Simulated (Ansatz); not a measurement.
Start from `[O]=[Ta]([OH])([F])[Cl]` and change one element to get `[O]=[V]([OH])([F])[Cl]`.

Ansatz, PBE0-D4/def2-TZVP geometries, multiplicity 1. Each molecule was computed in one conformer, which needn't be the lowest.

Elements past krypton have def2 core potentials. Scalar relativity is left out up to krypton.

```csv
property,`[O]=[Ta]([OH])([F])[Cl]`
zero-point energy (PBE0-D4/def2-TZVP) / kJ/mol,50.7
HOMO energy (ωB97M-V/def2-TZVPP) / eV,-11.74
HOMO–LUMO gap (B3LYP/def2-TZVPP) / eV,7.11
LUMO energy (PBE/def2-TZVPP) / eV,-2.64
HOMO energy (B3LYP/def2-TZVPP) / eV,-9.18
HOMO energy (PBE0/def2-TZVPP) / eV,-9.46
```

(1) Give the same properties after the change, and the shifts. (Estimate.)

Answers

(1) Computed: 
| property | `[O]=[V]([OH])([F])[Cl]` | shift |
| --- | --- | --- |
| zero-point energy (PBE0-D4/def2-TZVP) / kJ/mol | 56.3 | 5.6 |
| HOMO energy (ωB97M-V/def2-TZVPP) / eV | -11.82 | -0.08 |
| HOMO–LUMO gap (B3LYP/def2-TZVPP) / eV | 5.43 | -1.68 |
| LUMO energy (PBE/def2-TZVPP) / eV | -4.41 | -1.77 |
| HOMO energy (B3LYP/def2-TZVPP) / eV | -9.31 | -0.13 |
| HOMO energy (PBE0/def2-TZVPP) / eV | -9.58 | -0.12 |

With PBE0 the HOMO falls by 0.12 eV and the LUMO falls by 1.79 eV, so the gap narrows by about 1.67 eV. PBE moves the HOMO by -0.18 eV and ωB97M-V by -0.08 eV.

B3LYP here is the variant with VWN-RPA as its local correlation; programs differ in this.
